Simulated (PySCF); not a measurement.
CaF, SMILES [F][Ca], multiplicity 2. Atoms are numbered in the order given.

```xyz
2

Ca     0.0000     0.0000    -0.6067
F      0.0000     0.0000     1.3482
```
Charge 0, spin multiplicity 2.

Geometry: PBE0-D3(BJ)/def2-TZVPD. The spin state was assumed, not searched.

The numbers are results of PySCF with PBE/def2-TZVPD, not measurements.

Isolated molecule, no solvent.

Computed frontier levels, dipole moment and polarisability:
| Item | Value |
|---|---|
| α spin, highest occupied and lowest empty level | -3.59 and -1.67 eV |
| β spin, highest occupied and lowest empty level | -7.78 and -2.51 eV |
| dipole moment | 2.86 D |
| mean static polarisability | 140.0 bohr³ (20.74 Å³) |
| polarisability, principal values | 106.9, 156.6, 156.6 bohr³ |
| ⟨S²⟩ | 0.750 (pure state 0.75) |
